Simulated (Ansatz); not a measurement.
```yaml
crystal:
  periodic: [false, false, false]
  atoms:
    - {symbol: Ge, position_ang: [-0.082357, 1.224345, 0.863439]}
    - {symbol: Ge, position_ang: [-0.192216, -1.191276, -1.177676]}
    - {symbol: C, position_ang: [0.326878, -0.271988, 0.364905]}
basis:
  gaussian: {orbitals: def2-SVP, nuclear_model: gaussian}
hamiltonian: {xc: {name: SVWN5}}
scf: {omitted_lower_state_checks: [starts]}
```

```sh
$ ansatz run in.yaml --threads 4 --pin off --events-out ev --progress --plain --max-ram 3916MiB
```

Shortened log:

```
Functional definition: SVWN5
860 factors; their error is unknown
mean field evaluation 1: about -113855.2782 eV, gradient 8.8e1 eV
mean field evaluation 2: about -113744.9914 eV, gradient 1.4e2 eV
mean field evaluation 4: about -113856.0219 eV, gradient 6.8e1 eV
mean field evaluation 8: about -113874.6681 eV, gradient 3.4e-1 eV
mean field evaluation 16: about -113874.5963 eV, gradient 1.6e-4 eV
mean field -113874.59628307 eV, -4184.8142264291 hartree, gradient 3.0e-5 eV, S^2 0.000000; 0 other end points of the search recorded, 0 dependent functions left out
reference -113874.59630765 eV, -4184.8142273326 hartree; 35, 35 occupied and 43, 43 virtual orbitals, 860 factors
Total energy: -113874.59630765 eV, -4184.8142273326 hartree
Checks for a lower state left out: starts
```

It took 0.3 s on 4 threads of Arm Neoverse V1 on a shared host.
